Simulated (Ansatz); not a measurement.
Ansatz (a quantum-chemistry and plane-wave program) job for BrFH2N2W, SMILES [W]([F])([Br])(=[NH])=[NH], multiplicity 1, PBE-D3(BJ)/def2-SVP. 

Ansatz 0.2 input:
```yaml
crystal:
  periodic: [false, false, false]
  atoms:
    - {symbol: W, position_ang: [0.00965638, -0.51832502, -0.00000000]}
    - {symbol: N, position_ang: [0.89308245, -1.00411046, 1.42961138]}
    - {symbol: H, position_ang: [1.67203329, -1.40905469, 1.94352605]}
    - {symbol: N, position_ang: [0.89308243, -1.00411046, -1.42961140]}
    - {symbol: H, position_ang: [1.67203326, -1.40905468, -1.94352608]}
    - {symbol: F, position_ang: [-1.65451373, -1.40199400, 0.00000001]}
    - {symbol: Br, position_ang: [-0.04774769, 1.93856151, 0.00000000]}
basis:
  gaussian:
    orbitals: def2-SVP
hamiltonian:
  xc: pbe
  dispersion: d3bj
relax: {f_tol: 0.002, max_steps: 200}
```

Output:

```
WARN ansatz: RAYON_NUM_THREADS=1 ignored (pool sized by the plan → 1); use --threads N
Functional definition: PBE
integrals: 0.06 GiB planned
1260 factors; their error is unknown
mean field: 0.34 GiB planned
mean field evaluation 1: about -77555.4909 eV, gradient 1.1e2 eV
mean field evaluation 2: about -77306.4519 eV, gradient 2.8e2 eV
mean field evaluation 4: about -77574.6038 eV, gradient 3.9e1 eV
mean field evaluation 8: about -77577.9606 eV, gradient 6.7e-1 eV
mean field evaluation 16: about -77577.8554 eV, gradient 2.6e-3 eV
mean field -77577.85535737 eV, -2850.9336002243 hartree, gradient 6.4e-5 eV, S^2 0.000000; 0 other end points of the search recorded, 0 dependent functions left out
the calculation of the forces begins
reference -77577.85542036 eV, -2850.9336025391 hartree; 37, 37 occupied and 79, 79 virtual orbitals, 1260 factors
relax step   1: F+E_penalty+E_count = -77578.04019173 eV  Δ(F+E_penalty+E_count) = +0.000e0 eV  max|allowed force component| = 4.452e-1 eV/Å  Δτ_max = 0.0000 Å  (33 SCF iters, accepted)
these checks for a lower state are left out or cut short: starts, cluster_reference, orbital_swaps, neighbouring_geometries, increment
integrals: 0.06 GiB planned
1260 factors; their error is unknown
mean field: 0.34 GiB planned
mean field -77577.86201171 eV, -2850.9338447670 hartree, gradient 1.6e-5 eV, S^2 0.000000; 0 other end points of the search recorded, 0 dependent functions left out
the calculation of the forces begins
reference -77577.86207467 eV, -2850.9338470805 hartree; 37, 37 occupied and 79, 79 virtual orbitals, 1260 factors
relax step   2: F+E_penalty+E_count = -77578.04673579 eV  Δ(F+E_penalty+E_count) = -6.544e-3 eV  max|allowed force component| = 1.201e-1 eV/Å  Δτ_max = 0.0193 Å  (34 SCF iters, accepted)
these checks for a lower state are left out or cut short: starts, cluster_reference, orbital_swaps, neighbouring_geometries, increment
integrals: 0.06 GiB planned
1260 factors; their error is unknown
mean field: 0.34 GiB planned
mean field evaluation 32: about -77577.8627 eV, gradient 1.9e-1 eV
mean field -77577.86275629 eV, -2850.9338721297 hartree, gradient 1.9e-5 eV, S^2 0.000000; 0 other end points of the search recorded, 0 dependent functions left out
the calculation of the forces begins
reference -77577.86281926 eV, -2850.9338744439 hartree; 37, 37 occupied and 79, 79 virtual orbitals, 1260 factors
relax step   3: F+E_penalty+E_count = -77578.04731164 eV  Δ(F+E_penalty+E_count) = -5.759e-4 eV  max|allowed force component| = 1.531e-2 eV/Å  Δτ_max = 0.0051 Å  (35 SCF iters, accepted)
these checks for a lower state are left out or cut short: starts, cluster_reference, orbital_swaps, neighbouring_geometries, increment
integrals: 0.06 GiB planned
1260 factors; their error is unknown
mean field: 0.34 GiB planned
mean field -77577.86282114 eV, -2850.9338745129 hartree, gradient 1.9e-5 eV, S^2 0.000000; 0 other end points of the search recorded, 0 dependent functions left out
the calculation of the forces begins
reference -77577.86288411 eV, -2850.9338768270 hartree; 37, 37 occupied and 79, 79 virtual orbitals, 1260 factors
relax step   4: F+E_penalty+E_count = -77578.04737282 eV  Δ(F+E_penalty+E_count) = -6.118e-5 eV  max|allowed force component| = 1.384e-2 eV/Å  Δτ_max = 0.0035 Å  (35 SCF iters, accepted)
these checks for a lower state are left out or cut short: starts, cluster_reference, orbital_swaps, neighbouring_geometries, increment
integrals: 0.06 GiB planned
1260 factors; their error is unknown
mean field: 0.34 GiB planned
mean field -77577.86284060 eV, -2850.9338752281 hartree, gradient 1.9e-5 eV, S^2 0.000000; 0 other end points of the search recorded, 0 dependent functions left out
the calculation of the forces begins
reference -77577.86290357 eV, -2850.9338775422 hartree; 37, 37 occupied and 79, 79 virtual orbitals, 1260 factors
relax step   5: F+E_penalty+E_count = -77578.04742897 eV  Δ(F+E_penalty+E_count) = -5.614e-5 eV  max|allowed force component| = 1.449e-2 eV/Å  Δτ_max = 0.0042 Å  (35 SCF iters, accepted)
these checks for a lower state are left out or cut short: starts, cluster_reference, orbital_swaps, neighbouring_geometries, increment
integrals: 0.06 GiB planned
1260 factors; their error is unknown
mean field: 0.34 GiB planned
mean field -77577.86284884 eV, -2850.9338755310 hartree, gradient 1.9e-5 eV, S^2 0.000000; 0 other end points of the search recorded, 0 dependent functions left out
the calculation of the forces begins
reference -77577.86291182 eV, -2850.9338778454 hartree; 37, 37 occupied and 79, 79 virtual orbitals, 1260 factors
relax step   6: F+E_penalty+E_count = -77578.04745808 eV  Δ(F+E_penalty+E_count) = -2.912e-5 eV  max|allowed force component| = 8.540e-4 eV/Å  Δτ_max = 0.0031 Å  (35 SCF iters, accepted)
integrals: 0.06 GiB planned
1260 factors; their error is unknown
mean field: 0.34 GiB planned
mean field evaluation 64: about -77555.3975 eV, gradient 1.1e2 eV
mean field -77577.86284884 eV, -2850.9338755310 hartree, gradient 2.2e-5 eV, S^2 0.000000; 1 other end points of the search recorded, 0 dependent functions left out
the calculation of the forces begins
reference -77577.86291182 eV, -2850.9338778454 hartree; 37, 37 occupied and 79, 79 virtual orbitals, 1260 factors
Total energy: -77578.04752106 eV, -2850.9406621098 hartree
Atom 0 at    -0.000318    -0.509838    -0.000000 Å, force    -0.000716    -0.000179     0.000000 eV/Å
Atom 1 at     0.888523    -0.999234     1.435106 Å, force    -0.000466    -0.000834     0.000157 eV/Å
Atom 2 at     1.678006    -1.412541     1.940679 Å, force     0.000444     0.000459    -0.000854 eV/Å
Atom 3 at     0.888523    -0.999234    -1.435106 Å, force    -0.000466    -0.000834    -0.000157 eV/Å
Atom 4 at     1.678006    -1.412541    -1.940679 Å, force     0.000444     0.000459     0.000854 eV/Å
Atom 5 at    -1.657329    -1.416362     0.000000 Å, force     0.000736     0.000602     0.000000 eV/Å
Atom 6 at    -0.037784     1.941664     0.000000 Å, force     0.000024     0.000328    -0.000000 eV/Å
Dipole moment:     0.495607    -0.238522    -0.000000 e Å
```

The calculation finished and met its thresholds.
